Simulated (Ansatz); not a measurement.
Two members of one family ((CdS)n), computed with Ansatz in the gas phase; def2 core potentials for Cd, no spin–orbit coupling. The two geometries come from different levels. Binding counts from free atoms in the multiplicity of their measured ground term, without zero-point energy. The structures are stationary points that may keep the symmetry of their start.

First: (CdS)6 ring (singlet, charge 0, PBE-D4/def2-SVP geometry).

```tsv
atom	x (Å)	y (Å)	z (Å)
Cd1	2.557	1.858	-1.037
S2	4.461	0.475	-0.858
Cd3	3.339	-1.171	0.410
S4	2.262	-2.865	1.653
Cd5	0.636	-1.408	2.544
S6	-0.974	0.064	3.442
Cd7	-2.667	-0.544	1.913
S8	-4.403	-1.126	0.425
Cd9	-3.203	-0.461	-1.495
S10	-2.034	0.161	-3.450
Cd11	-0.665	1.725	-2.336
S12	0.690	3.292	-1.210
```

```
               level  HOMO (eV)  LUMO (eV)  gap (eV)  binding per atom (eV)
     PBE-D4/def2-SVP      -6.00      -3.16      2.84                   2.11
    PBE-D4/def2-TZVP      -6.03      -3.15      2.87                   2.09
 r2SCAN-D4/def2-TZVP      -6.28      -3.07      3.21                   2.12
    PBE0-D4/def2-SVP      -7.13      -2.51      4.62                   2.09
r2SCAN0-D4/def2-TZVP      -7.32      -2.48      4.84                   2.06
```

Second: (CdS)6 prism (singlet, charge 0, r2SCAN-D4/def2-SVP geometry).

```xyz
12

Cd   -0.973   -1.241   -1.815
S     1.435   -1.663   -2.138
Cd    1.965   -1.363    0.252
S     1.034   -1.378    2.536
Cd   -1.280   -1.023    1.759
S    -2.808   -1.217   -0.167
Cd   -1.965    1.363   -0.252
S    -1.034    1.378   -2.536
Cd    1.281    1.023   -1.759
S     2.807    1.218    0.167
Cd    0.973    1.240    1.815
S    -1.435    1.663    2.138
```

Problem. Estimate how these quantities change from the first to the second (second minus first).

Solution. 
| level | Δ HOMO (eV) | Δ LUMO (eV) | Δ gap (eV) | Δ binding per atom (eV) |
| --- | --- | --- | --- | --- |
| PBE-D4/def2-SVP | 0.12 | -0.53 | -0.65 | 0.12 |
| PBE-D4/def2-TZVP | 0.20 | -0.52 | -0.72 | 0.10 |
| r2SCAN-D4/def2-TZVP | 0.23 | -0.42 | -0.65 | 0.10 |
| PBE0-D4/def2-SVP | 0.23 | -0.46 | -0.69 | 0.14 |
| r2SCAN0-D4/def2-TZVP | 0.33 | -0.36 | -0.69 | 0.11 |
